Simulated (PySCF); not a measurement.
**Ne(2+): excitation energy**

Ne(2+) [He] 2s2 2p4 (3P) → Ne(2+) [He] 2s2 2p3 3s1 (5S), as a difference of total energies. Calculation: PySCF 2.14, in dyall-acv3z (15s9p4d2f, 76 functions); the spin-free X2C one-electron Hamiltonian (Gaussian nucleus). Correlated levels: valence: 1s2 frozen; valence and next inner shell: nothing frozen; virtual orbitals above 40 to 60 times the deepest correlated orbital energy dropped. The calculations carry no spin-orbit coupling.

```
                                method  excitation energy (eV)
                                   UHF                  37.254
                                   LDA                  38.420
                                   PBE                  38.625
                                  PBE0                  38.601
                                r2SCAN                  38.816
                                 TPSSh                  38.982
                                revPBE                  38.638
                                  PW91                  38.731
                             BHandHLYP                  38.684
                         MP2 (valence)                  38.144
                     SCS-MP2 (valence)                  38.330
    MP2 (valence and next inner shell)                  38.175
SCS-MP2 (valence and next inner shell)                  38.343
```

Question: How much does correlation contribute at MP2 (valence and next inner shell)?

Answer: 38.175 − (37.254) = 0.921 eV, measured against UHF.

A first-order spin-orbit estimate (lowest level to lowest level, LS coupling) adds 0.038 eV.

The promoted electron is Rydberg-like, and one or two diffuse shells describe it only roughly, which tends to raise the upper state.
